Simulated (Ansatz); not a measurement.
Basis-set extrapolation for C7H12, SMILES `C1C[C@H]2CC[C@@H]1C2` (PBE0-D4/def2-TZVP geometry, frozen core, Ansatz 0.2.0). Multiplicity 1, RHF reference.

```
                      def2-TZVPP   def2-QZVPP
                 HF  -272.155048  -272.167034
    MP2 correlation    -1.196922    -1.269887
CCSD(T) correlation    -1.308704      not run
```

Energies in hartree. Use E(X) = E(∞) + A·exp(−7.88·√X) for Hartree–Fock and E(X) = E(∞) + B·X^(−2.97) for correlation, with X = 3 and 4, and add CCSD(T) minus MP2 of the smaller set to the MP2 limit.

Problem. What is the CCSD(T) energy at the basis-set limit?

Solution. HF limit: -272.167034 + (-0.011986) × 0.13774 = -272.16868. MP2 limit: -1.269887 + (-0.072965) × 0.74074 = -1.32394. Higher-order term: -1.308704 − (-1.196922) = -0.11178. Total: -273.60440 hartree, 369.3 kJ/mol below CCSD(T)/def2-TZVPP.
